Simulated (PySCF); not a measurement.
Splitting trees

Atom-mapped SMILES (the numbers label the heavy atoms): `[CH3:1][CH:2]=[C:3]=[CH:4][C:5]([CH3:6])=[O:7]`. Hydrogens are named by the atom that carries them.

PySCF calculation with B3LYP/pcJ-1 coupling constants (without the spin–dipole term), GIAO CAM-B3LYP/pcSseg-2 shieldings and geometry: PBE0-D3(BJ)/def2-SVP; fast rotation and ring inversion assumed for equivalent nuclei, one conformer, non-relativistic, no solvent.

Referencing at the same level of theory: $^{13}$C (182.55 ppm) and $^{1}$H (31.34 ppm) against TMS.

Spectrometer: 800 MHz for $^{1}$H. First-order analysis; couplings under 1 Hz (under 4 Hz in carbon signals) are ignored, and nearly equal couplings are merged; the smaller ones broaden or split the lines further.

**Question.** What pattern does C5 show in the proton-coupled $^{13}$C spectrum?

**Answer.** A quartet at δ 211.2: 5.5 Hz to H(C6) (3 × $^{1}$H, 2 bonds away). Lines in Hz from the centre (relative intensity): +8.2 (1), +2.8 (3), -2.8 (3), -8.2 (1). The outer lines are 16.5 Hz apart, the sum of the couplings kept, or 0.082 ppm at this field.

**Question.** What pattern does H(C2) show ($^{1}$H)?

**Answer.** A quintet at δ 5.71: 8.6 Hz to H(C1) and H(C4) (4 × $^{1}$H, 3 or 4 bonds away). Lines in Hz from the centre (relative intensity): +17.2 (1), +8.6 (4), +0.0 (6), -8.6 (4), -17.2 (1). The outer lines are 34.4 Hz apart, the sum of the couplings kept, or 0.043 ppm at this field.

**Question.** What pattern does H(C4) show ($^{1}$H)?

**Answer.** A doublet of quartets at δ 5.79: 8.2 Hz to H(C2) (1 × $^{1}$H, 4 bonds away), 4.6 Hz to H(C1) (3 × $^{1}$H, 5 bonds away). Lines in Hz from the centre (relative intensity): +11.0 (1), +6.4 (3), +2.8 (1), +1.8 (3), -1.8 (3), -2.8 (1), -6.4 (3), -11.0 (1). The outer lines are 22.0 Hz apart, the sum of the couplings kept, or 0.028 ppm at this field.

**Question.** What pattern does H(C1) show ($^{1}$H)?

**Answer.** A doublet of doublets at δ 1.86: 8.7 Hz to H(C2) (1 × $^{1}$H, 3 bonds away), 4.6 Hz to H(C4) (1 × $^{1}$H, 5 bonds away). Lines in Hz from the centre (relative intensity): +6.7 (1), +2.0 (1), -2.0 (1), -6.7 (1). The outer lines are 13.3 Hz apart, the sum of the couplings kept, or 0.017 ppm at this field.

Unscaled 3J(H,H) at this level run about 10 % above measured values.
